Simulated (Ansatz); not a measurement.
Cost and result up the ladder for Li12F12 (relaxed from a model of 2x2x6 LiF rock-salt block, whose bonding it doesn't keep) (24 atoms). Total charge 0; singlet. Geometry: PBE-D4/def2-SVP.

```csv
atom,x (Å),y (Å),z (Å)
Li1,-2.561,-3.277,-0.691
F2,-0.831,-2.958,-1.019
Li3,0.045,-1.634,-0.164
F4,1.599,-0.648,0.011
Li5,3.020,-0.125,0.973
F6,4.124,1.225,0.597
F7,-3.474,-2.525,0.650
Li8,-2.621,-1.140,1.384
F9,-0.867,-0.780,1.271
Li10,0.560,0.373,1.498
F11,2.115,0.727,2.340
Li12,3.112,2.138,1.876
F13,-3.206,-2.127,-2.015
Li14,-1.482,-1.717,-2.223
F15,-0.640,-0.269,-1.579
Li16,0.915,0.654,-1.197
F17,1.945,2.100,-1.511
Li18,3.418,2.409,-0.541
Li19,-3.969,-1.270,-0.644
F20,-3.229,0.131,0.189
Li21,-1.521,0.606,-0.137
F22,-0.092,1.697,0.297
Li23,1.083,2.982,-0.135
F24,2.556,3.427,0.768
```

Ansatz on 4 threads of Arm Neoverse V2 on a shared host. Times are rough, and most runs start from the orbitals of an earlier one. PBE0-D4/def2-TZVP serves as the yardstick here, not as an exact answer. Differences are given only for rows in sets of like size (and for xTB, whose basis is part of the method), since another set adds its own error. Binding counts from free atoms at the same level (Li doublet, F doublet; other spins of the atoms weren't run), without zero-point energy or a counterpoise term.

B3LYP takes the VWN-RPA correlation. Correlated methods freeze 12 core orbitals; core or outer-core shells of Li are correlated, in sets that lack core-valence functions. The rows differ in basis, and correlated rows in double-zeta sets carry the largest basis error.

Correlated methods converge slowly with the basis, most of all in double-zeta sets.

```csv
level,functions,binding energy per atom (eV),difference from PBE0-D4/def2-TZVP (eV)
PBE0-D4/def2-SVP,276,4.16,–
PBE-D4/def2-SVP,276,4.30,–
PBE0-D4/def2-TZVP (with forces),540,3.96,0.00
HF/6-31G,216,3.20,–
B3LYP-D4/6-31G,216,4.20,–
PBE-D4/def2-TZVP,540,4.08,0.12
MP2/def2-SVP,276,4.18,–
r2SCAN-D4/def2-TZVP (with forces),540,4.05,0.09
```

(1) Estimate how long each takes.

## Answers

(1) HF/6-31G 5.5 s; PBE-D4/def2-SVP 12 s; B3LYP-D4/6-31G 13 s; PBE0-D4/def2-SVP 15 s; PBE-D4/def2-TZVP 16 s; MP2/def2-SVP 16 s; r2SCAN-D4/def2-TZVP (with forces) 36 s; PBE0-D4/def2-TZVP (with forces) 49 s. On shared hardware such times vary by a factor of up to 3.
